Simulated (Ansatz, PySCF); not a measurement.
Energy difference R1 + R2 → P1, each structure at its B3LYP-D3(BJ)/def2-TZVP stationary point, reached from a drawn start (curvature not checked).
R1, OTi (SMILES [O]=[Ti]) (charge 0, multiplicity 3):
```
atom    x (Å)    y (Å)    z (Å)
----  -------  -------  -------
Ti    -0.0091  -0.0183  -0.8060
O      0.0091   0.0183   0.8060
```
P1, H2O2Ti (SMILES [OH][Ti][OH]) (charge 0, multiplicity 3):
```json
[
 {"atom": "Ti", "x (Å)": "0.0413", "y (Å)": "-0.0483", "z (Å)": "-0.3079"},
 {"atom": "O", "x (Å)": "1.7421", "y (Å)": "-0.4364", "z (Å)": "0.2265"},
 {"atom": "H", "x (Å)": "2.5690", "y (Å)": "-0.6024", "z (Å)": "0.6742"},
 {"atom": "O", "x (Å)": "-1.7228", "y (Å)": "0.4137", "z (Å)": "-0.3706"},
 {"atom": "H", "x (Å)": "-2.6295", "y (Å)": "0.6735", "z (Å)": "-0.2220"}
]
```
R2, H2O (SMILES O) (charge 0, multiplicity 1):
```xyz
3

O      0.0000     0.0000     0.3896
H      0.0000     0.7650    -0.1949
H      0.0000    -0.7650    -0.1949
```

```
level                                reaction energy (kcal/mol)  cost
-----------------------------------  --------------------------  ----
HF/def2-SVP                                              -79.34     -
PBE/def2-TZVPP                                           -49.16    ×1
BLYP-D4/def2-TZVPP                                       -50.30  ×0.9
B97M-V/def2-TZVPP                                        -56.38    ×2
B3LYP-D4/def2-TZVPP                                      -57.08  ×0.8
PBE0/def2-TZVPP                                          -56.74    ×1
BHLYP/def2-TZVPP                                         -67.71  ×0.8
wB97X-V/def2-TZVPP                                       -61.79    ×2
B2PLYP/def2-TZVPP                                        -52.03    ×1
B2PLYP-D4/def2-TZVPP                                     -52.31    ×1
MP2/def2-SVP                                             -49.96     -
CCSD/def2-TZVPP                                          -62.40     -
CCSD/def2-QZVPP                                          -63.45     -
CCSD(T)/CBS(def2-TZVPP, def2-QZVPP)                      -57.68  ×40*
```

P less R. No zero-point or thermal terms; singlets are restricted closed shells; open shells are unrestricted; no spin–orbit coupling. The spin states of the d-block species are the ones drawn and need not be the lowest.

Cores are frozen in the correlated methods. CBS: X⁻³ extrapolation of the correlation energy, Hartree–Fock from the larger set.

Programs: Ansatz (Gaussian basis) for Hartree–Fock, density functionals and correlated methods; PySCF for the D3/D4 terms. Each number belongs to the level named beside it.

Costs are rough ratios of core time to PBE/def2-TZVPP (about 2.2 min over the structures, on one shared machine); a dash marks a level with no comparable run of its own. A star marks coupled-cluster runs past 200 virtual orbitals, where the program's memory plan changes under this machine's limit, so their costs aren't comparable with smaller runs.

Ansatz is a quantum-chemistry and plane-wave program.
